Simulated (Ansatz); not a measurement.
`FC([SiH3])[SiH2]S` + `C1NCS1` → `[SiH3]N1CSC1` + `FC[SiH2]S`  (ligand exchange at the Si–C bond)

Isolated molecules relaxed with PBE0-D4/def2-TZVP in Ansatz; ΔE leaves out vibrations. CCSD(T)/CBS is the MP2 limit (def2-TZVPP, def2-QZVPP) plus CCSD(T) − MP2 in def2-TZVPP, frozen cores. Functionals use def2-TZVPP. One conformer a species, not always the lowest.

CCSD(T)/CBS gives -56.0 kJ/mol.

Question: Another level gave -56.9 kJ/mol. Which?
A. PBE0-D4/def2-TZVPP
B. HF/def2-TZVPP
C. CCSD(T)/def2-TZVPP
D. MP2/def2-TZVPP

Answer: C. CCSD(T)/def2-TZVPP -56.9, PBE0-D4 -52.7, MP2/def2-TZVPP -61.8, HF/def2-TZVPP -69.9 kJ/mol.

Largest T1 diagnostic among the species: 0.012.

In def2-TZVPP, CCSD(T) changes the Hartree–Fock value by +13.0 kJ/mol (the triples alone add +2.1 kJ/mol) and MP2 by +8.2 kJ/mol. From PBE to PBE0 (25 % exact exchange), in def2-TZVPP and without D4, ΔE moves by −4.5 kJ/mol.
